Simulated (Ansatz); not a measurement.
Geometry optimisation, Ansatz 0.2.0, RKS PBE0-D4/def2-SVP.

The input (input.yaml):

```yaml
crystal:
  periodic: [false, false, false]
  atoms:
    - { symbol: Ge, position_ang: [0.0, 0.0, 0.0] }
    - { symbol: H, position_ang: [0.9237, 0.0, 1.4863] }
    - { symbol: O, position_ang: [1.9022, 0.0, 0.5126] }
    - { symbol: H, position_ang: [2.2186, -0.9521, 0.3959] }
    - { symbol: O, position_ang: [-0.8337, 1.4443, -0.5894] }
    - { symbol: H, position_ang: [-1.7915, 1.2136, -0.8118] }
    - { symbol: F, position_ang: [-0.7913, -1.3709, -0.5594] }
basis:
  gaussian: { orbitals: def2-SVP }
hamiltonian:
  xc: pbe0
  dispersion: d4
relax:
  f_tol: 0.15
  max_steps: 25
  restrain:
    - { distance: [1, 2], at: 2.21, k: 30.0 }
    - { distance: [0, 1], at: 1.55, k: 30.0 }
    - { distance: [0, 2], at: 1.77, k: 30.0 }
```

Launched with:

```bash
$ ansatz run input.yaml --threads 2 --pin off --max-ram 3072MiB --backend cpu --events-out ev --progress --plain --runs-dir out
```

**Question.** Where does it end, and by what steps?

**Answer.** The run converged. The restraints hold the end off the free minimum. After 11 steps the energy has fallen by 3.329 eV (the restraints' own energy left out); O3 moved furthest, 0.70 Å.

| step | energy less start (eV) | largest force component (eV/Å) | accepted |
| --- | --- | --- | --- |
| 0 | 0.0000 | 4.553 | yes |
| 1 | -1.2500 | 2.559 | yes |
| 2 | -2.2440 | 2.059 | yes |
| 3 | -3.1552 | 1.417 | yes |
| 4 | -3.2735 | 1.322 | yes |
| 5 | -3.2891 | 1.617 | yes |
| 6 | -3.3166 | 1.628 | yes |
| 7 | -3.3168 | 1.686 | yes |
| 8 | -3.2655 | 1.744 | no |
| 9 | -3.3267 | 1.348 | yes |
| 10 | -3.3166 | 1.284 | no |
| 11 | -3.3288 | 1.355 | yes |

```xyz
7
Properties=species:S:1:pos:R:3
Ge 0.079 -0.039 0.225
H 0.483 -0.166 1.687
O 1.780 -0.074 -0.177
H 2.254 -0.613 0.465
O -0.698 1.398 -0.383
H -1.444 1.195 -0.960
F -0.828 -1.367 -0.423
```

Run time: 14 s on 2 threads of Intel(R) Xeon(R) 6975P-C (Granite Rapids) (shared host), peak memory 0.19 GiB.
